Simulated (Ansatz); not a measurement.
Species: AlBr2, charge 1, singlet. AlBr2+ (SMILES [Br][Al+][Br]).
B3LYP-D3(BJ)/def2-TZVP minimum from Ansatz (a quantum-chemistry and plane-wave program):
```
Al
Br 1 2.1564
Br 1 2.1564 2 180.00
```
Charge +1, spin multiplicity 1.

Total energies in def2-SVP, 16 correlated electrons, 33 frozen orbitals. UHF or UKS for unpaired electrons; spin-orbit terms are left out. Correlated methods leave the cores frozen (noble-gas shells, and filled d and f shells in the p block). No relativity. Spin-orbit terms, left out, reach several kcal/mol for Br and I, and more for heavier atoms. The spin of AlBr2+ ([Br][Al+][Br], singlet) was assumed, and the state is the lowest solution found for it.

```
method    program  energy (Eh)  minus CCSDT(Q) (mEh)
--------  -------  -----------  --------------------
HF         Ansatz  -5385.89088                309.85
MP2        Ansatz  -5386.16674                 33.99
CCSD       Ansatz  -5386.19041                 10.32
CCSD(T)    Ansatz  -5386.19934                  1.40
CCSDT(Q)   Ansatz  -5386.20073                  0.00
```

Rough core times of Ansatz's runs on a shared machine: CCSD(T) under 20 s, CCSDT(Q) 70 s.
